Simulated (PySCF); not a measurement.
Job file and geometry (Å, from GFN2-xTB) of an NMR shielding run on `FC(F)=[C](F)[Al]1[NH]CC[NH]1`, C4H6AlF3N2, PySCF, GIAO PBE0/pcSseg-1 NMR shielding, non-relativistic, gas phase; density fitting, a coarse starting grid and PySCF grid level 2 are the driver's defaults:

```
$ OMP_NUM_THREADS=1 python probes_run.py task.json out

{"job": {"kind": "nmr", "xc": "PBE0", "basis": "pcSseg-1"}, "charge": 0, "multiplicity": 1}
F      1.832869     0.701811    -1.356014
C      2.849427    -0.034397    -0.745539
F      3.968830     0.148557    -1.419496
C      2.451444    -0.708326     0.322246
F      3.329567    -1.456335     1.005462
Al     0.564048    -0.022052     0.066578
N     -0.291623     1.207947     0.997344
C     -1.582246     0.559558     1.251103
C     -1.991800    -0.305611     0.048193
N     -0.812200    -0.953646    -0.527498
H     -0.172342     2.046137     1.542534
H     -2.362669     1.304477     1.433812
H     -1.520529    -0.087227     2.134204
H     -2.482004     0.332481    -0.696393
H     -2.721341    -1.050673     0.385036
H     -1.067029    -1.673756    -1.185497
```

Q: What does the program print?

A: 
```
coarse grid: 15072 points
cycle   1  E = -806.4808892851  dE =  1.640e+00  |g| = 8.916e-01  |ddm| = 3.776e+00
cycle   2  E = -806.2488660454  dE =  2.320e-01  |g| = 1.409e+00  |ddm| = 1.549e+00
cycle   3  E = -806.6384001664  dE = -3.895e-01  |g| = 1.043e-01  |ddm| = 1.020e+00
cycle   4  E = -806.6394740306  dE = -1.074e-03  |g| = 7.473e-02  |ddm| = 1.220e-01
cycle   5  E = -806.6404923098  dE = -1.018e-03  |g| = 1.324e-02  |ddm| = 6.317e-02
cycle   6  E = -806.6405241501  dE = -3.184e-05  |g| = 5.938e-03  |ddm| = 1.226e-02
cycle   7  E = -806.6405315667  dE = -7.417e-06  |g| = 7.682e-04  |ddm| = 4.158e-03
final grid: 145752 points
cycle   8  E = -806.7147037187  dE = -4.539e-05  |g| = 9.365e-03  |ddm| = 2.334e-02
cycle   9  E = -806.7146866527  dE =  1.707e-05  |g| = 1.353e-02  |ddm| = 1.570e-02
cycle  10  E = -806.7147224788  dE = -3.583e-05  |g| = 1.011e-03  |ddm| = 8.875e-03
cycle  11  E = -806.7147226530  dE = -1.742e-07  |g| = 3.665e-04  |ddm| = 8.940e-04
cycle  12  E = -806.7147226795  dE = -2.649e-08  |g| = 1.232e-04  |ddm| = 3.517e-04
cycle  13  E = -806.7147226827  dE = -3.185e-09  |g| = 4.119e-05  |ddm| = 1.229e-04
cycle  14  E = -806.7147226831  dE = -3.756e-10  |g| = 7.917e-06  |ddm| = 3.668e-05
converged SCF energy = -806.7147226831

GIAO shielding tensors (ppm)
atom      isotropic    diamagn.    paramagn.     s11        s22        s33       span
  0 F      323.396     479.260    -155.864    185.934    356.308    427.946    242.012
  1 C       15.856     250.634    -234.778    -77.744     49.055     76.258    154.002
  2 F      246.252     467.168    -220.915    191.055    262.880    284.822     93.767
  3 C       43.197     259.683    -216.487     -8.513     57.040     81.063     89.575
  4 F      384.973     467.580     -82.607    281.494    364.404    509.022    227.528
  5 Al     455.777     797.407    -341.630    392.186    473.567    501.578    109.392
  6 N      252.092     320.939     -68.847    223.342    248.204    284.730     61.389
  7 C      139.085     242.234    -103.149    122.920    135.904    158.432     35.512
  8 C      139.012     240.770    -101.758    129.795    131.688    155.553     25.757
  9 N      244.646     320.922     -76.276    212.495    243.840    277.603     65.108
 10 H       31.110      32.356      -1.246     22.794     27.662     42.874     20.081
 11 H       28.476      27.847       0.630     23.822     26.871     34.736     10.914
 12 H       28.084      28.664      -0.580     22.271     26.631     35.349     13.078
 13 H       28.196      28.411      -0.214     22.522     26.517     35.550     13.028
 14 H       28.659      27.761       0.897     24.109     26.904     34.963     10.855
 15 H       31.072      32.475      -1.403     22.593     28.030     42.591     19.998
```

Size and cost of the density-fitted run: 207 basis functions, 83 s wall time on 1 thread of an Arm Neoverse N1, shared host; peak memory 0.91 GiB.
